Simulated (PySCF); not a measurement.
# Electric field gradients and quadrupole coupling constants

Compound: C6H12OS.
SMILES with atom numbers: `[CH2:1]=[CH:2][CH2:3][CH2:4][S@@:5](=[O:6])[CH2:7][CH3:8]` (hydrogens: H9, H10 on C1; H11 on C2; H12, H13 on C3; H14, H15 on C4; H16, H17 on C7; H18, H19, H20 on C8)

Structure used (GFN2-xTB), in Å, numbered top down from 1:
```
atom  x, y, z in Å
C1     2.258    1.496    0.044
C2     2.224    0.179   -0.019
C3     1.464   -0.695    0.930
C4     0.506   -1.607    0.177
S5    -0.487   -0.661   -1.081
O6    -1.368   -1.660   -1.689
C7    -1.548    0.254    0.142
C8    -2.660    0.947   -0.619
H9     2.819    2.087   -0.659
H10    1.733    2.042    0.811
H11    2.764   -0.347   -0.796
H12    0.920   -0.080    1.649
H13    2.169   -1.315    1.493
H14    1.049   -2.346   -0.412
H15   -0.185   -2.127    0.838
H16   -0.903    0.968    0.648
H17   -1.949   -0.469    0.850
H18   -2.251    1.693   -1.296
H19   -3.209    0.214   -1.206
H20   -3.352    1.437    0.065
```

Field gradients from the PBE0/pcSseg-1 density (PySCF, non-relativistic), principal values in atomic units, ordered |Vxx| ≤ |Vyy| ≤ |Vzz|:

```json
{"atom": "S5", "Vxx": "0.9202", "Vyy": "1.0801", "Vzz": "-2.0003"}
{"atom": "O6", "Vxx": "-0.5102", "Vyy": "-1.1767", "Vzz": "1.6869"}
```

Question: Find the asymmetry η = (Vxx − Vyy)/Vzz and the couplings χ = eQV/h (234.96 MHz × Q in barn × V in au), with Q(33S) = −0.0678 b, Q(17O) = −0.0256 b.

Answer: 
| atom | environment | nucleus | η | χzz (MHz) | χxx (MHz) | χyy (MHz) |
| --- | --- | --- | --- | --- | --- | --- |
| S5 | sulfinyl sulfur | 33S | 0.08 | 31.87 | -14.66 | -17.21 |
| O6 | sulfinyl oxygen | 17O | 0.40 | -10.15 | 3.07 | 7.08 |

Question: What is Vzz at O6 in SI units (1 au = 9.71736 × 10²¹ V/m²)?

Answer: 1.6869 au = 16.392 × 10²¹ V/m².

Were the hydrogens deuterons (Q(2H) = 0.00286 b), χzz would run from 201 kHz (H13) to 228 kHz (H9).

The structure is a single GFN2-xTB conformer in the gas phase; no vibrational or solvent corrections. GFN2-xTB bond lengths can be off by several hundredths of an ångström, more for odd bonds, and the gradients follow them. These gradients aren't converged with respect to the basis.
